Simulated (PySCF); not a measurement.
From one molecule to another.

First species: C5H15NSi2.
Atom-mapped SMILES: `[CH3:1][CH2:2]/[CH:3]=[CH:4]\[SiH2:5][NH:6][SiH2:7][CH3:8]` (hydrogens: H9, H10, H11 on C1; H12, H13 on C2; H14 on C3; H15 on C4; H16, H17 on Si5; H18 on N6; H19, H20 on Si7; H21, H22, H23 on C8)

Cartesian coordinates in Å at the PBE0-D3(BJ)/def2-SVP level; atoms count from 1:
```xyz
23
C5H15NSi2 angstrom
C     -4.098   -0.216    0.591
C     -3.108    0.160   -0.507
C     -2.028   -0.861   -0.683
C     -0.702   -0.670   -0.588
Si     0.229    0.907   -0.205
N      1.652    0.547    0.733
Si     3.337    0.783    0.356
C      4.252   -0.830    0.066
H     -3.596   -0.281    1.568
H     -4.565   -1.194    0.392
H     -4.904    0.529    0.673
H     -2.672    1.150   -0.304
H     -3.652    0.254   -1.465
H     -2.395   -1.875   -0.907
H     -0.063   -1.548   -0.756
H      0.714    1.565   -1.457
H     -0.668    1.867    0.516
H      1.468    0.108    1.633
H      4.019    1.509    1.477
H      3.391    1.630   -0.874
H      5.315   -0.638   -0.153
H      3.819   -1.381   -0.783
H      4.204   -1.478    0.955
```

Second species: C₅H₁₅NSi₂.
Structure used (PBE0-D3(BJ)/def2-SVP), in Å, numbered top down from 1:
```xyz
23
C5H15NSi2 angstrom
C      3.491    0.176   -0.100
C      2.055    0.665   -0.012
C      1.035   -0.395   -0.408
C     -0.420    0.074   -0.374
C     -0.922    0.510    1.020
Si    -2.811    0.584    0.986
N     -3.104   -0.648   -0.214
Si    -1.668   -1.197   -1.036
H      3.659   -0.691    0.560
H      4.207    0.959    0.193
H      3.745   -0.140   -1.125
H      1.921    1.551   -0.658
H      1.846    1.009    1.016
H      1.148   -1.274    0.254
H      1.279   -0.757   -1.424
H     -0.520    0.940   -1.058
H     -0.474    1.463    1.347
H     -0.633   -0.247    1.773
H     -3.435    0.271    2.311
H     -3.322    1.936    0.579
H     -4.031   -0.997   -0.430
H     -1.800   -1.152   -2.528
H     -1.276   -2.602   -0.680
```

Levels: CAM-B3LYP/def2-SVPD for HOMO energy, LUMO energy, HOMO–LUMO gap and static isotropic polarisability; TDDFT CAM-B3LYP/def2-SVPD for lowest singlet excitation; TDA CAM-B3LYP/def2-SVPD for lowest triplet excitation (Tamm–Dancoff); ΔSCF CAM-B3LYP/def2-SVPD for vertical ionisation energy. Geometries: PBE0-D3(BJ)/def2-SVP. Each structure is a single optimised conformer of the isolated species, non-relativistic unless stated; the electronic structure was computed with PySCF and density fitting.

The conformers computed, where there is a choice (atom-mapped SMILES and torsion angles):
- `[CH3:1][CH2:2]/[CH:3]=[CH:4]\[SiH2:5][NH:6][SiH2:7][CH3:8]`: C1–C2–C3–C4 -122°, C3–C4–Si5–N6 145°, C4–Si5–N6–Si7 117°, Si5–N6–Si7–C8 -110°

The conformers of `CCC[C@@H]1C[SiH2]N[SiH2]1` aren't listed.

```
                                property  column X  column Y
                             HOMO energy  -8.55 eV  -8.45 eV
                             LUMO energy   1.05 eV   0.69 eV
                           HOMO–LUMO gap   9.60 eV   9.14 eV
               lowest singlet excitation   6.25 eV   6.06 eV
lowest triplet excitation (Tamm–Dancoff)   5.93 eV   4.10 eV
         static isotropic polarisability  117.6 au  124.9 au
              vertical ionisation energy   9.19 eV   9.00 eV
```

Task: Which column belongs to which species?

Result: Column X is the second species and column Y the first. The first has 23 atoms and 80 electrons, the second 23 and 80.

Task: How does each property change from the first species to the second?

Result: HOMO energy -0.10 eV; LUMO energy +0.36 eV; HOMO–LUMO gap +0.46 eV; lowest singlet excitation +0.19 eV; lowest triplet excitation (Tamm–Dancoff) +1.83 eV; static isotropic polarisability -7.3 au; vertical ionisation energy +0.19 eV.

On the first: The polarisability is 18.50 Å³ as a volume (1 au = 0.148185 Å³), or 1.56 au for each of the 80 electrons. The vertical singlet–triplet gap S1 − T1 is 1.96 eV (TDDFT singlet less Tamm–Dancoff triplet; S1: HOMO→LUMO, weight 0.73; T1: HOMO−1→LUMO, weight 0.60).

On the second: S1 lies 3.35 eV below the HOMO–LUMO gap; its leading configuration is HOMO→LUMO, weight 0.93. The polarisability is 17.43 Å³ as a volume (1 au = 0.148185 Å³), or 1.47 au for each of the 80 electrons.
